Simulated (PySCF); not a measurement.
Level of theory: PySCF 2.14.0 with r2SCAN-D4/def2-TZVP. Isolated molecules, 0 K electronic values unless said otherwise. Excitations are Tamm–Dancoff values on a coarser integration grid. The basis has no diffuse functions, so Rydberg states are missing or too high.

Reference species (SMILES): `[H]/B=C1\BO1` (neutral, multiplicity 1).

```json
{
  "T1 excitation (TDA)": "1.78 eV",
  "HOMO": "-5.50 eV",
  "S1 oscillator strength": "0.000"
}
```

After one change: the T1 excitation (TDA) decreases by 1.68 eV; the HOMO drops by 0.30 eV; the S1 oscillator strength stays essentially unchanged.

Q: Which change was made? The new species is one of these.
(A) `OC1B=B1` (H–O–C–B torsion 133°)
(B) `BB=C=O`
(C) `OC1=BB1`
(D) `OB1B=C1`

A: B, `BB=C=O`
